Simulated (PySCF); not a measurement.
**Dipole response of Be (beryllium, neutral)**

[He] 2s2, closed-shell 1S. Calculation: PySCF 2.14, in aug-cc-pCVDZ (5s4p2d, 27 functions); no relativity, point nucleus. Coupled (time-dependent) response in atomic units; α is the mean over directions. A double-zeta set is small for polarisabilities.

```tsv
method	mean α (bohr³)	C₆ (like pair)	S(−4)
UHF	44.97	279.9	1349
PBE	42.44	255.9	1212
PBE0	42.68	258.2	1222
MN15	41.94	237.6	1342
r2SCANh	44.20	283.3	1210
```

S(−4) is the Cauchy moment in α(ω) = α(0) + S(−4) ω² + …

Reference α: 37.74 ± 0.03 bohr³ (recommended; Schwerdtfeger and Nagle, table of static dipole polarizabilities (2023 update)). Published C₆: 227.0 (Chu and Dalgarno (2004); Tang, Norbeck and Certain (1976)).

Hartree-Fock lies above the reference because it lacks correlation, which contracts the outer shell.

α(iu) at UHF:

```csv
u (hartree),α(iu) (bohr³)
0,44.97
0.0500,41.84
0.100,34.63
0.200,20.63
0.300,12.43
0.500,5.550
0.750,2.699
1.00,1.584
1.50,0.7405
2.00,0.4342
3.00,0.2094
5.00,0.08820
```

A single London oscillator, α(iu) = α/(1 + u²/ω²), gives C₆ = (3/4) ω α². Matching the computed C₆ needs ω = 4 × 279.9 / (3 × 44.97²) = 0.185 hartree.
